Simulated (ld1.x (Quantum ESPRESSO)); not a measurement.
## Building the TM potential for magnesium (LDA (PZ), non-relativistic).

The input file (ld1.x (Quantum ESPRESSO) 7.5):

```
&input
   title='Mg', zed=12., rel=0, dft='PZ', iswitch=3,
   config='[Ne] 3s1 3p0 3d-2',
   nld=3, rlderiv=2.75, eminld=-3.0, emaxld=5.0, deld=0.02
 /
 &inputp
   pseudotype=2, tm=.true., lloc=2,
   nlcc=.true., rcore=1.00,
   file_pseudopw='Mg.UPF', file_wfcaegen='ae.wfc', file_wfcncgen='nc.wfc', file_beta='beta', file_chi='chi'
 /
3
3S  1  0   1.00   0.00  2.05  2.05  0.0
3P  2  1   0.00   0.00  2.55  2.55  0.0
3D  3  2  -2.00   0.10  2.25  2.25  0.0
 &test
   configts(1)='3s1 3p0'
 /
```

Command:

```bash
ld1.x < Mg.in > Mg.out
```

The program printed (shortened: banner, matrices, multipoles, cross overlaps and the repeated all-electron block are left out):

```
Program LD1 v.7.5
     --------------------------- All-electron run ----------------------------

     Mg

     atomic number is 12.00
     dft =PZ   lsd =0 sic =0 latt =0  beta=0.20 tr2=1.0E-14
     Exchange-correlation= PZ
                           (   1   1   0   0   0   0   0)
     mesh =1129 r(mesh) = 100.99726 a.u. xmin = -7.00 dx = 0.01250
     1 Ry =  13.60569312 eV

     n l     nl                  e(Ry)          e(Ha)          e(eV)
     1 0     1S 1( 2.00)       -92.6254       -46.3127     -1260.2326
     2 0     2S 1( 2.00)        -6.4748        -3.2374       -88.0948
     2 1     2P 1( 6.00)        -4.1044        -2.0522       -55.8432
     3 0     3S 1( 1.00)        -0.8459        -0.4230       -11.5092
     3 1     3P 1( 0.00)        -0.5269        -0.2634        -7.1688

     final scf error:  9.6E-15 reached in  24 iterations

     Etot =    -397.672908 Ry,    -198.836454 Ha,   -5410.615556 eV

     Ekin =     396.525591 Ry,     198.262796 Ha,    5395.005513 eV
     Encl =    -947.476611 Ry,    -473.738306 Ha,  -12891.076012 eV
     Eh   =     183.787571 Ry,      91.893786 Ha,    2500.557291 eV
     Exc  =     -30.509460 Ry,     -15.254730 Ha,    -415.102349 eV

     normalization and overlap integrals

     s(1S/1S) =  1.000000  <r> =   0.1314  <r2> =    0.0233  r(max) =   0.0854
     s(2S/2S) =  1.000000  <r> =   0.7017  <r2> =    0.5932  r(max) =   0.5502
     s(2P/2P) =  1.000000  <r> =   0.6890  <r2> =    0.6099  r(max) =   0.4796
     s(3S/3S) =  1.000000  <r> =   2.7808  <r2> =    8.9256  r(max) =   2.3457
     s(3P/3P) =  1.000000  <r> =   3.4538  <r2> =   13.8628  r(max) =   2.9011

     ------------------------ End of All-electron run ------------------------

     --------------------- Generating NC pseudopotential ---------------------

      Generating local pot.: lloc=2, matching radius rcloc =   2.2500

      Computing core charge for nlcc:

       r > 1.00 : true rho core
       r < 1.00 : rho core = a sin(br)/r    a=   7.63  b=   2.54

      Integrated core pseudo-charge :   4.50

      Wfc   3S  rcut= 2.044  Using Troullier-Martins method

      Wfc   3P  rcut= 2.560  Using Troullier-Martins method

     ------------------- End of pseudopotential generation -------------------

     Computing logarithmic derivative in   2.74248
     Computing logarithmic derivative in   2.74248
     Computing the partial wave expansion
     R is outside the sphere for l=    0 j= 0.00
     R is outside the sphere for l=    1 j= 0.00
       no projector for channel:   2

     ---------------------- Testing the pseudopotential ----------------------

     Mg

     atomic number is 12.00   valence charge is  2.00
     dft =PZ   lsd =0 sic =0 latt =0  beta=0.20 tr2=1.0E-14
     mesh =1129 r(mesh) = 100.99726 xmin = -7.00 dx = 0.01250

     n l     nl             e AE (Ry)        e PS (Ry)    De AE-PS (Ry)
     1 0     3S   1( 1.00)       -0.84591       -0.84591       -0.00000
     2 1     3P   1( 0.00)       -0.52690       -0.52690        0.00000

     eps = 3.7E-16  iter =  3

     Etot =    -397.672908 Ry,    -198.836454 Ha,   -5410.615556 eV
     Etotps =    -6.997853 Ry,      -3.498927 Ha,     -95.210642 eV

     Ekin =       0.310070 Ry,       0.155035 Ha,       4.218715 eV
     Encl =      -1.697501 Ry,      -0.848751 Ha,     -23.095684 eV
     Ehrt =       0.323402 Ry,       0.161701 Ha,       4.400109 eV
     Ecxc =      -6.283080 Ry,      -3.141540 Ha,     -85.485665 eV
     (Ecc =      -5.892284 Ry,      -2.946142 Ha,     -80.168609 eV)
     Epseu=       0.349257 Ry,       0.174628 Ha,       4.751882 eV

     ---------------------- End of pseudopotential test ----------------------
```

Generation and configuration tests took about 1.2 s on one core of a shared server CPU.
